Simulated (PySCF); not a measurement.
Which level of theory gave which numbers?

Species: C5H4F2.
Atom-mapped SMILES: `[CH3:1][C:2]#[C:3]/[C:4]([F:5])=[CH:6]\[F:7]` (hydrogens: H8, H9, H10 on C1; H11 on C6)

The closed-shell ground state was solved 7 times with PySCF (density fitting, gas phase), always in the def2-SVPD basis (178 functions), with these functionals: B3LYP, BHandHLYP, CAM-B3LYP, HF, LC-wPBE, PBE and PBE0. Geometry: PBE0-D3(BJ)/def2-SVP; no solvent, vibrations or thermal averaging.

| row | total energy (Eh) | HOMO (eV) | LUMO (eV) | dipole (D) |
| --- | --- | --- | --- | --- |
| P | -391.8285 | -6.86 | -0.86 | 1.55 |
| Q | -390.1574 | -9.37 | 2.45 | 1.41 |
| R | -391.8218 | -5.69 | -1.73 | 1.59 |
| S | -392.0956 | -8.15 | 0.21 | 1.53 |
| T | -392.2554 | -6.66 | -1.09 | 1.56 |
| U | -392.0496 | -7.90 | 0.13 | 1.51 |
| V | -392.0018 | -9.43 | 1.34 | 1.47 |

Task: Which functional belongs to which row?

Result: P = PBE0, Q = HF, R = PBE, S = CAM-B3LYP, T = B3LYP, U = BHandHLYP, V = LC-wPBE. By rising HOMO–LUMO gap: PBE (GGA) 3.96 eV; B3LYP (global hybrid, 20 % exact exchange) 5.57 eV; PBE0 (global hybrid, 25 % exact exchange) 6.00 eV; BHandHLYP (global hybrid, 50 % exact exchange) 8.03 eV; CAM-B3LYP (range-separated hybrid) 8.36 eV; LC-wPBE (range-separated hybrid) 10.77 eV; HF (all exact exchange) 11.82 eV. Total energies of different functionals aren't bounds to one another; each is stationary for its own functional.
